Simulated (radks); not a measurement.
Task: Sm1.25+, configuration [Xe] 4f5.75 6s1 (fractional occupations, a model configuration). All-electron calculation, scalar-relativistic Kohn-Sham, LDA (Slater exchange, Perdew-Wang correlation), spin-unpolarised, spherical densities, point nucleus. Program: a radial shooting solver on a logarithmic mesh with Libxc functionals. Some entries of the table are withheld. Estimate them.

| orbital | occ. | eigenvalue (eV) | <r^2> (bohr^2) |
|---|---|---|---|
| 1s | 2 | -46644.82 | 0.0007057 |
| 2s | 2 | -7631.659 | 0.01112 |
| 2p | 6 | -6811.792 | 0.008923 |
| 3s | 2 | -1679.462 | 0.07443 |
| 3p | 6 | -1423.167 | 0.07448 |
| 3d | 10 | -1075.395 | 0.06281 |
| 4s | 2 | -341.2598 | (1) |
| 4p | 6 | -256.9560 | 0.4281 |
| 4d | 10 | -138.6625 | (2) |
| 5s | 2 | -52.7518 | (3) |
| 5p | 6 | -32.4537 | 3.065 |
| 4f | 5.75 | -12.3812 | (4) |
| 6s | 1 | -10.4052 | (5) |

Result: 
(1) 4s <r^2> (bohr^2): 0.3789
(2) 4d <r^2> (bohr^2): 0.5219
(3) 5s <r^2> (bohr^2): 2.210
(4) 4f <r^2> (bohr^2): 1.287
(5) 6s <r^2> (bohr^2): 15.49
